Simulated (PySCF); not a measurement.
Ionisation energy of Sb⁴⁷⁺ by level of theory

Sb⁴⁷⁺ [He] 2s2 → Sb⁴⁸⁺ [He] 2s1 [2s1/2^1, M_J = 1/2], as a difference of total energies. Computed with PySCF 2.14 in an uncontracted even-tempered set (17 s from 26 bohr⁻², ratio 2.4; 12 p from 34 bohr⁻², ratio 2.4; 5 d from 110 bohr⁻², ratio 2.6; 4 f from 160 bohr⁻², ratio 2.6), with the two-component X2C-1e Hamiltonian. Correlated levels: nothing frozen; the 32 highest virtual spinors dropped. "Screened" scales the spin-orbit matrix elements by Boettger's factors to mimic the two-electron term; Breit and QED terms are absent.

| method | ionisation energy (eV) |
| --- | --- |
| GMP2 (spin-free) | 8467.8 |
| GHF (screened spin-orbit) | 8462.0 |
| GMP2 (screened spin-orbit) | 8468.3 |

How much does correlation contribute at GMP2 (screened spin-orbit)?

8468.3 − (8462.0) = 6.3 eV, measured against GHF (screened spin-orbit).

For this ion Breit and QED terms and the two-electron picture change, all absent here, outweigh the correlation shift from GHF to GMP2.

For comparison: 8455 ± 4 eV (theoretical estimate listed by NIST; NIST Atomic Spectra Database, ionization energies).
